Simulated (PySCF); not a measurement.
PySCF 2.14 output of an unrestricted BP86 calculation on a single atom or ion in x2c-TZVPall (8s6p6d1f, 63 functions), with the spin-free X2C one-electron Hamiltonian (Gaussian nucleus):

```
SCF conv_tol = 1e-09
number electrons alpha = 23  beta = 21
    A. D. Becke.,  Phys. Rev. A 38, 3098 (1988)
    J. P. Perdew.,  Phys. Rev. B 33, 8822 (1986)
cycle= 1 E= -4783.88916664906  delta_E= -0.0151  |g|= 0.0784  |ddm|= 0.155
cycle= 2 E= -4783.88819689867  delta_E= 0.00097  |g|= 0.099  |ddm|= 0.0633
cycle= 3 E= -4783.89005093335  delta_E= -0.00185  |g|= 0.0102  |ddm|= 0.0455
cycle= 4 E= -4783.89007349616  delta_E= -2.26e-05  |g|= 0.000507  |ddm|= 0.00505
cycle= 5 E= -4783.89007357517  delta_E= -7.9e-08  |g|= 6.7e-05  |ddm|= 0.000268
cycle= 6 E= -4783.89007357656  delta_E= -1.39e-09  |g|= 9.76e-07  |ddm|= 3.49e-05
cycle= 7 E= -4783.89007357656  delta_E= -4.55e-12  |g|= 1.04e-07  |ddm|= 1.14e-06
converged SCF energy = -4783.89007357656  <S^2> = 2.0007722  2S+1 = 3.0005147
```

The run itself started from symmetry-adapted Hartree-Fock orbitals and held the occupation by maximum overlap, on a logarithmic radial grid, so the iterations belong to that start.

Q: Which element, charge and spin multiplicity is this?

A: Rh⁺ (rhodium, charge +1), multiplicity 3; the state was [Kr] 4d8, high-spin 3F determinant.
